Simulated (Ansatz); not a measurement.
A nudged elastic band was laid between two geometries of C$_{2}$H$_{4}$BNTe (9 atoms, charge 0, multiplicity 1).

These are results of RKS PBE/def2-mTZVP in Ansatz, not measurements.

```yaml
movable_images: 5
climbing_image: yes
spring: 5.0 eV/Å²
optimiser: quadratic models (default)
start_path: through a guess of the saddle point
force_threshold: 0.05 eV/Å
iteration_limit: 60
end_points: relaxed
```

Image 0:

```xyz
9
Properties=species:S:1:pos:R:3
N 1.487 -0.369 -0.846
B 0.672 -0.599 0.262
C -0.655 0.143 0.401
C -1.787 0.542 0.872
Te -1.754 1.721 -0.938
H 2.381 -0.829 -0.996
H 1.225 0.287 -1.582
H 1.006 -1.379 1.114
H -2.487 0.437 1.697
```

Image 6:

```xyz
9
Properties=species:S:1:pos:R:3
N 1.651 -0.851 -0.423
B 0.350 -0.528 0.297
C -0.764 0.208 0.403
C -1.930 0.872 0.632
Te -2.596 2.418 -0.532
H 2.276 -0.027 -0.441
H 1.474 -1.094 -1.413
H 2.195 -1.628 -0.019
H -2.566 0.585 1.478
```

**Question.** What changes between the two ends?

**Answer.** Bonds broken: B2–H8, C3–Te5. Bonds formed: N1–H8.

**Question.** Give the energies along the band, and the barrier.

**Answer.** It converged. The highest image is number 4 of 0 to 6, 345.8 kJ/mol above the first end and 105.1 kJ/mol above the last; the last end lies 240.7 kJ/mol above the first. Neighbouring images differ by up to 1.9 eV, so the band resolves the path poorly. A vibrational analysis at the climbing image gives one clearly imaginary mode, 1491i cm⁻¹: a first-order saddle point. The orbitals stay closed-shell, which can raise the energy where a bond breaks towards radicals; this wasn't checked here.

```
image  path coordinate (Å)  energy (kJ/mol)  B2–H8 (Å)  C3–Te5 (Å)  N1–H8 (Å)
    0                 0.00              0.0       1.20        2.34       2.26
    1                 0.67              5.9       1.20        2.34       2.23
    2                 1.34             39.5       1.20        2.50       2.15
    3                 2.01            159.9       1.21        2.79       1.89
    4                 2.68            345.8       1.41        2.93       1.29
    5                 3.89            242.3       2.13        3.04       1.03
    6                 5.11            240.7       2.17        3.02       1.03
```

**Question.** What is the geometry of the highest image?

**Answer.** 
```xyz
9
Properties=species:S:1:pos:R:3
N 1.705 -0.691 -0.631
B 0.669 -0.096 0.246
C -0.600 0.388 0.395
C -1.825 0.826 0.738
Te -2.922 1.797 -0.701
H 2.646 -0.879 -0.287
H 1.647 -0.625 -1.658
H 1.008 -1.457 0.138
H -2.238 0.690 1.743
```

The band took 43 iterations and of the order of 28 core-minutes.

Time of the run: 14 min on 2 threads of Arm Neoverse N1 (shared host), peak memory 0.18 GiB.
